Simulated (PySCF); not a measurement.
A GIAO shielding run with PySCF 2.14.0 with density-fitted response routines (density fitting, non-relativistic, gas phase) on `C[C@@H]1CCN([Si@@H](C)P)C1`, C₆H₁₆NPSi:

```
{"job": {"kind": "nmr", "xc": "PBE0", "basis": "pcSseg-1"}, "charge": 0, "multiplicity": 1}
C      3.154275    -0.834543     0.439317
C      1.943649    -0.501818    -0.418934
C      1.763026     0.994581    -0.684922
C      0.301874     1.071664    -1.107272
N     -0.361794     0.078770    -0.281161
Si    -2.050242    -0.189563    -0.255021
C     -2.560105    -0.744523     1.496150
P     -2.970006     1.744214    -0.943551
C      0.607264    -0.873573     0.233430
H      3.214553    -1.906361     0.614523
H      4.067688    -0.513912    -0.056694
H      3.091134    -0.331641     1.401980
H      2.028017    -1.021497    -1.378890
H      1.921508     1.554783     0.237606
H      2.438085     1.373515    -1.449455
H      0.200623     0.829977    -2.173932
H     -0.143281     2.056597    -0.941553
H     -2.515049    -1.218507    -1.216576
H     -2.075214    -1.677666     1.763215
H     -3.632628    -0.902594     1.552697
H     -2.293492    -0.004638     2.245821
H     -2.866919     2.381988     0.278270
H     -4.260980     1.337106    -0.676338
H      0.676439    -0.777515     1.324196
H      0.310640    -1.900701     0.006226
```

Hardware: 1 thread of an x86-64 server CPU, shared host. The job also computes population analyses, field gradients, ring-centre shieldings.

Q: How large is the calculation?

A: 88 electrons, 247 basis functions and 1320 auxiliary functions.

Q: How long does it take?

A: 45 s of wall time, with 14 SCF cycles and 4 response iterations. Times on a shared host scatter by some tens of per cent.
